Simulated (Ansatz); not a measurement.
`C=CCCCCCCCC` + `CBO` → `CBOCC` + `C=CCCCCCC`  (substitution at a C–C bond)

Gas-phase electronic energies from Ansatz, PBE0-D4/def2-TZVP geometries. CCSD(T)/CBS is the MP2 limit (def2-TZVPP, def2-QZVPP) plus CCSD(T) − MP2 in def2-TZVPP, frozen cores. Functionals use def2-TZVPP. One conformer a species, not always the lowest.

CCSD(T)/CBS gives +0.27 eV.

Another level gave +0.33 eV. Which?
A. HF/def2-TZVPP
B. PBE0/def2-TZVPP
C. MP2/def2-TZVPP
D. r2SCAN-D4/def2-TZVPP

C. MP2/def2-TZVPP 0.33, r2SCAN-D4 0.21, PBE0 0.15, HF/def2-TZVPP -0.03 eV.

Largest T1 diagnostic among the species: 0.012.

The D4 term adds +0.15 eV with B3LYP and +0.10 eV with PBE0; it sums over pairs of atoms, weighted by their polarisabilities, and B3LYP, whose exchange is more repulsive, gets the larger term. In def2-TZVPP, CCSD(T) changes the Hartree–Fock value by +0.29 eV (the triples alone add +0.03 eV) and MP2 by +0.35 eV.

B3LYP here is the variant with VWN-RPA as its local correlation; programs differ in this.
